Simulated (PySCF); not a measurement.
**How methods differ on the ionisation energy of Tm³⁴⁺**

Tm³⁴⁺ [Ar] 3d10 4s2 4p5 [4p1/2^2 4p3/2^3, M_J = 3/2] → Tm³⁵⁺ [Ar] 3d10 4s2 4p4 [4p1/2^2 4p3/2^2, M_J = 2], as a difference of total energies. Calculation: PySCF 2.14, in an uncontracted even-tempered set (17 s from 3.5 bohr⁻², ratio 2.8; 14 p from 4.6 bohr⁻², ratio 2.8; 8 d from 8.1 bohr⁻², ratio 2.8; 4 f from 23 bohr⁻², ratio 3); the two-component X2C-1e Hamiltonian. Correlated levels: [Ne] frozen; the 80 highest virtual spinors dropped. "Screened" scales the spin-orbit matrix elements by Boettger's factors to mimic the two-electron term; Breit and QED terms are absent.

Question: Order these methods by the ionisation energy they give, lowest first.
A. GMP2 (screened spin-orbit)
B. GMP2 (spin-free)
C. GHF (screened spin-orbit)
D. GHF (spin-free)

Answer: C (1485.0 eV), A (1486.5 eV), D (1503.4 eV), B (1504.8 eV).

Breit and QED terms and the two-electron picture change are absent.

The spin-free rows relax to the high-spin LS determinant and lack the spin-orbit shift.

The labels give the starting determinants; with spin-orbit coupling the two ends relaxed to ⟨J²⟩ = 3.75, ⟨L²⟩ = 2.05, ⟨S²⟩ = 0.80 and ⟨J²⟩ = 6.00, ⟨L²⟩ = 3.23, ⟨S²⟩ = 1.46.

For comparison: 1490 ± 5 eV (theoretical estimate listed by NIST; NIST Atomic Spectra Database, ionization energies).
